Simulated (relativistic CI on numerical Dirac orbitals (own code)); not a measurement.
## One change at a time: Ce9+

Base calculation: Dirac-Coulomb-Breit CI, separate exchange-only KLI orbitals for each configuration, model QED (radiative potential, 1s self-energy scaled to tabulated hydrogen-like ionisation energies), unscaled Slater integrals.

Configurations in the expansion (outside the closed core [Kr]): 4d¹⁰5s²5p, 4d¹⁰5s²4f, 4d¹⁰5s5p², 4d¹⁰5s²5d, 4d¹⁰5s4f², 4d¹⁰5p³, 4d¹⁰5s5p4f, 4d¹⁰5s5p5d, 4d¹⁰5p²4f, 4d¹⁰5s²5f, 4d¹⁰5s²5g, 4d¹⁰5s5p5f, 4d¹⁰5s²6s, 4d¹⁰5p²5d, 4d¹⁰5p4f5d, 4d¹⁰5s²6p, 4d¹⁰5s5p5g, 4d¹⁰5s5d², 4d¹⁰5s4f5f, 4d⁹5s²5p4f, 4d¹⁰5p²6s, 4d¹⁰5p4f6s, 4d¹⁰5s5p6s, 4d¹⁰5s²6d, 4d¹⁰5s5d6s, 4d¹⁰5p²5f, 4d¹⁰5s5p6p, 4d¹⁰5s²7s, 4d¹⁰5p4f², 4d¹⁰4f³, 4d¹⁰4f²5d, 4d¹⁰4f²5f, 4d¹⁰5s4f5d, 4d¹⁰4f5d², 4d¹⁰5p5d², 4d¹⁰5d³, 4d¹⁰5d²5f, 4d¹⁰5s4f6s, 4d¹⁰4f²6s, 4d¹⁰4f5d6s, 4d¹⁰5p5f², 4d¹⁰4f5f², 4d¹⁰5d5f², 4d¹⁰5f³, 4d¹⁰5s4f5g, 4d¹⁰4f²5g, 4d¹⁰4f5d5g, 4d¹⁰5p4f5f, 4d¹⁰4f5d5f. Double excitations out of closed p, d and f shells are left out; levels of such configurations are missing from the list, as are those of other unlisted configurations, and high levels can miss mixing partners. Some configurations lack a partner that the ground configuration has and come out too high, among them 4d⁹5s²5p4f, 4d¹⁰5s²5g, 4d¹⁰5s²6s, 4d¹⁰5s²6p, 4d¹⁰5s²6d.

Variants: (1) configuration mixing switched off; (2) Breit term removed. Shifts of the energy above 4d¹⁰5s²5p ²P°1/2, in cm⁻¹, for the lowest level and the first level of each name with at least 55 % of one term (blank where a level changes its place among those of its configuration and J or its character, or is not in the variant):

```csv
Level,Base,Δ(1),Δ(2)
4d¹⁰5s²5p ²P°1/2,0.0,0.0,0.0
4d¹⁰5s²5p ²P°3/2,32681.8,+863.2,+426.5
4d¹⁰5s²4f ²F°5/2,60435.1,-1021.8,+1559.4
4d¹⁰5s²4f ²F°7/2,62801.6,-1036.0,+1819.2
4d¹⁰5s5p² ⁴P1/2,132332.1,-7160.6,-281.3
4d¹⁰5s5p² ⁴P3/2,150483.3,-7801.8,+20.1
4d¹⁰5s5p² ⁴P5/2,162150.4,-5120.7,+132.5
4d¹⁰5s5p² ²D3/2,183761.8,+12506.3,+487.0
4d¹⁰5s5p4f ⁴F3/2,189697.4,-10175.0,+990.4
4d¹⁰5s5p4f ⁴F9/2,191446.7,-8627.6,+1547.1
4d¹⁰5s5p² ²P1/2,206502.8,+9600.9,+15.9
4d¹⁰5s5p4f ⁴G9/2,213657.3,-8997.3,+1774.2
4d¹⁰5s5p4f ⁴G11/2,218167.7,-9385.4,+1881.9
4d¹⁰5s5p4f ⁴D5/2,218511.6,-9497.5,+1555.6
```

At this charge transitions that keep the count of f electrons are usually good to a few per cent. Levels and lines within the n = 5 or 6 shells can be off by up to 10 % or somewhat more, and those that change n by about 2 %, since core polarisation is missing. Levels that differ in their count of f electrons can be misplaced by several ten thousand cm⁻¹, since the correlation energy of f electrons is missing or only estimated; rates across such gaps can be off by orders of magnitude.

Ionisation energy from one configuration of each of the two ions, the ground ones as tabulated or assumed: base 139.946 eV; Breit term removed 140.07 eV. The NIST ASD value (theoretical) is 140 ± 2.2 eV.

LS names give the leading component of a level, which can be under half, so a name can repeat, a term be missing and a line seem to break the LS rules.
